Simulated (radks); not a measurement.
Problem. All-electron atom: Tc3+ in [Kr] 4d4. Method: Dirac Kohn-Sham, PBE, spin-unpolarised, spherical densities, finite nucleus; open shells are shared between the two j in proportion to 2j + 1; Fermi nuclear charge, rms radius 4.4112 fm; computed with a radial shooting solver on a logarithmic mesh with Libxc functionals.

Spin-orbit splittings of the eigenvalues, e(l+1/2) - e(l-1/2), with zeta = 2 splitting/(2l+1) and mean radii in bohr:

| shell | occ. | splitting (eV) | zeta (eV) | <r> j=l-1/2 | <r> j=l+1/2 |
|---|---|---|---|---|---|
| 2p | 6 | 118.3 | 78.84 | 0.1271 | 0.1318 |
| 3p | 6 | ? | ? | 0.4090 | 0.4196 |
| 3d | 10 | 3.803 | 1.521 | 0.3969 | 0.4003 |
| 4p | 6 | 3.015 | 2.010 | 1.138 | 1.166 |
| 4d | 4 | 0.3474 | 0.1390 | 1.511 | 1.523 |

Estimate the 3p splitting.

Solution. 19.78 eV (zeta = 13.19 eV).
